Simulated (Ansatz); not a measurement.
Reaction (ligand exchange at the Si–O bond): `[OH][In]([SH])[O][SiH3]` + `[OH][GeH2][F]` → `[F][GeH2][O][SiH3]` + `[OH][In]([OH])[SH]`

Program: Ansatz. Geometries: PBE0-D4/def2-TZVP. ΔE: electronic, gas phase. CBS: MP2 limit from def2 TZ/QZ plus the TZ coupled-cluster correction, frozen cores. Elements past krypton have def2 core potentials. For Ge, In outer-core shells are correlated without core-valence functions, which leaves a few kJ/mol of doubt a bond. Scalar relativity is left out up to krypton. One conformer a species, not always the lowest.

`[OH][In]([SH])[O][SiH3]`:

```xyz
10

O     0.461    1.692    2.705
In    0.070    1.230    0.837
S    -0.489    2.715   -0.896
O     0.188   -0.719    0.492
Si   -0.022   -1.657   -0.821
H     0.663    0.905    3.219
H    -0.593    1.703   -1.776
H    -1.115   -2.642   -0.595
H     1.228   -2.394   -1.149
H    -0.392   -0.833   -2.016
```

`[OH][GeH2][F]`:

```xyz
6

O     0.286   -0.065    1.346
Ge    0.127   -0.085   -0.408
F    -1.482   -0.625   -0.785
H    -0.265    0.594    1.774
H     0.228    1.322   -1.012
H     1.106   -1.140   -0.915
```

`[F][GeH2][O][SiH3]`:

```xyz
9

F    -1.454   -0.329    1.840
Ge   -1.445    0.562    0.351
O     0.230    0.665   -0.154
Si    1.436   -0.412   -0.439
H    -1.926    1.978    0.657
H    -2.257   -0.266   -0.650
H     2.195   -0.688    0.807
H     0.877   -1.690   -0.960
H     2.344    0.180   -1.452
```

`[OH][In]([OH])[SH]`:

```xyz
7

O     2.023    0.294    0.043
In    0.062    0.045    0.029
O    -0.548   -1.466   -1.084
S    -1.505    1.371    1.197
H     2.316    1.029    0.587
H     0.190   -1.919   -1.502
H    -2.538    0.647    0.730
```

```tsv
species	CCSD(T)/CBS(def2) energy (Eh)
`[OH][In]([SH])[O][SiH3]`	-1030.13461
`[OH][GeH2][F]`	-2252.93819
`[F][GeH2][O][SiH3]`	-2543.25592
`[OH][In]([OH])[SH]`	-739.81423
```

(1) Work out ΔE.

(2) What do rigid-rotor, harmonic-oscillator terms from PBE0-D4/def2-TZVP frequencies (298.15 K, 1 bar) make of the CCSD(T)/CBS value? (Estimate.)

Largest T1 diagnostic among the species: 0.016.

Results:

(1) ΔE = (-2543.25592) + (-739.81423) − (-1030.13461) − (-2252.93819) = 0.00265 Eh = +1.7 kcal/mol.

(2) Ansatz gave: ΔZPE = -0.1 kcal/mol, ΔH = +1.6 kcal/mol, ΔS = 6 J/(mol·K), ΔG = +1.1 kcal/mol. Modes under 50 cm⁻¹ make the entropy rough.

In def2-TZVPP, CCSD(T) changes the Hartree–Fock value by +0.7 kcal/mol (the triples alone add +0.2 kcal/mol) and MP2 by +0.8 kcal/mol. Leaving LDA and LC-ωPBE aside and taking each functional with its dispersion term where it has one, the values, not all of them listed here, spread over 1.2 kcal/mol, from BLYP-D4 to B97M-V.
